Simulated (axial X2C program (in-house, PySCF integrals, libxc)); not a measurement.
# Outer orbitals of MnH at 1.723 Å, PBE0

All values were computed with an in-house relativistic program for diatomic molecules. Spin-free means the one-electron spin-free X2C Hamiltonian; two-component (2c) means X2C with spin–orbit coupling and atomic mean-field two-electron Coulomb and Gaunt terms, so the difference of the two also holds small scalar two-electron terms. Basis: Mn dyall-cv3z [9s10p6d3f2g], H dyall-v3z [6s2p1d] (cores contracted in-house); Gaussian nuclei, density fitting, unrestricted open shells. Masses: Mn 54.938 u, H 1.008 u.

The distance is close to the 2c PBE0 minimum; the highest filled and lowest empty levels are listed.

Spin-free orbitals, state M_S = 3, Λ = 0 (beyond evenly filled blocks: 2 × σα, π+α, π-α, δ+α, δ-α) (Löwdin shares):

```json
{"symmetry": "σα", "occupied": "yes", "ε (eV)": "-10.92", "atomic character": "86% Mn d, 11% H s"}
{"symmetry": "δ+α", "occupied": "yes", "ε (eV)": "-10.80", "atomic character": "100% Mn d"}
{"symmetry": "δ-α", "occupied": "yes", "ε (eV)": "-10.80", "atomic character": "100% Mn d"}
{"symmetry": "π-α", "occupied": "yes", "ε (eV)": "-10.59", "atomic character": "99% Mn d"}
{"symmetry": "π+α", "occupied": "yes", "ε (eV)": "-10.59", "atomic character": "99% Mn d"}
{"symmetry": "σα", "occupied": "yes", "ε (eV)": "-8.15", "atomic character": "49% Mn s, 38% H s, 10% Mn d"}
{"symmetry": "σβ", "occupied": "yes", "ε (eV)": "-7.88", "atomic character": "57% H s, 21% Mn s, 12% Mn d"}
{"symmetry": "σα", "occupied": "yes", "ε (eV)": "-4.87", "atomic character": "52% Mn p, 29% Mn s, 16% H s"}
{"symmetry": "σβ", "occupied": "no", "ε (eV)": "-2.10", "atomic character": "54% Mn s, 35% Mn d, 7% Mn p"}
{"symmetry": "π+α", "occupied": "no", "ε (eV)": "-1.27", "atomic character": "98% Mn p"}
{"symmetry": "π-α", "occupied": "no", "ε (eV)": "-1.27", "atomic character": "98% Mn p"}
{"symmetry": "δ-β", "occupied": "no", "ε (eV)": "-1.21", "atomic character": "100% Mn d"}
{"symmetry": "δ+β", "occupied": "no", "ε (eV)": "-1.21", "atomic character": "100% Mn d"}
```

Spinors with spin–orbit coupling (state Ω = 3):

| ω | occupied | ε (eV) | atomic character | λ mixture |
| --- | --- | --- | --- | --- |
| 1/2 | yes | -10.92 | 87% Mn d, 11% H s | 100% σ |
| -3/2 | yes | -10.85 | 100% Mn d | 100% δ |
| 5/2 | yes | -10.76 | 100% Mn d | 100% δ |
| -1/2 | yes | -10.62 | 99% Mn d | 100% π |
| 3/2 | yes | -10.58 | 99% Mn d | 100% π |
| 1/2 | yes | -8.15 | 49% Mn s, 38% H s, 10% Mn d | 100% σ |
| -1/2 | yes | -7.88 | 57% H s, 21% Mn s, 12% Mn d | 100% σ |
| 1/2 | yes | -4.87 | 52% Mn p, 29% Mn s, 16% H s | 100% σ |
| -1/2 | no | -2.10 | 54% Mn s, 35% Mn d, 7% Mn p | 100% σ |
| -1/2 | no | -1.29 | 98% Mn p | 100% π |
| 3/2 | no | -1.26 | 98% Mn p | 100% π |
| 3/2 | no | -1.25 | 100% Mn d | 100% δ |

Mulliken charges and populations of the two-component result (they depend on the basis, above all on diffuse functions):

Mn 0.34 e (s 7.08 p 12.50 d 5.08), H -0.34 e (s 1.32 p 0.02). ⟨Lz⟩ = 0.00 ħ and ⟨Sz⟩ = 3.00 ħ (2.96 and 0.03 on the two atoms), which add up to Ω.

One determinant describes the state; a PBE0 search over occupations chose it and may have missed a lower one. Density functionals use the spin component along the axis (collinear). PBE0 can misorder states that lie within some tenths of an eV, so this need not be the ground state of the molecule. The nearest other spin-free determinant of the search, M_S = 2, Λ = 0, lies 0.29 eV up at the distance of the search. With several unpaired electrons one determinant need not be a pure state. Open-shell Ω = 0 determinants with evenly filled partner blocks cannot be reached by this program, so the Ω shown need not be the lowest component.
